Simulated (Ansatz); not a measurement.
```yaml
crystal:
  periodic: [false, false, false]
  atoms:
    - {symbol: F, position_ang: [-0.011454, -2.287583, -0.318545]}
    - {symbol: Sn, position_ang: [0.129732, -0.549590, 0.303183]}
    - {symbol: F, position_ang: [0.727541, -0.812297, 2.035479]}
    - {symbol: Si, position_ang: [-2.199414, 0.241860, 0.539199]}
    - {symbol: Si, position_ang: [2.059220, 0.412712, -0.904323]}
    - {symbol: H, position_ang: [-2.781563, 0.331781, -0.758357]}
    - {symbol: H, position_ang: [-2.180767, 1.528415, 1.151641]}
    - {symbol: H, position_ang: [-2.905245, -0.692964, 1.346931]}
    - {symbol: H, position_ang: [2.324437, 1.708621, -0.374290]}
    - {symbol: H, position_ang: [3.175153, -0.449526, -0.715230]}
    - {symbol: H, position_ang: [1.725143, 0.513850, -2.285915]}
basis:
  gaussian: {orbitals: def2-SVP}
hamiltonian: {xc: {name: HF}}
correlation: {method: mp2, frozen_orbitals: {F: 0}}
```

```sh
$ ansatz run in.yaml --threads 4 --pin off --events-out ev --progress --plain --max-ram 11315MiB
```

Output, abridged:

```
Functional definition: HF
Error: "frozen_orbitals" has no count for Sn
```

Question: What is wrong with this run?

Answer: Frozen orbitals are typed for one element alone, and the program wants a count for each. The program refused the input.
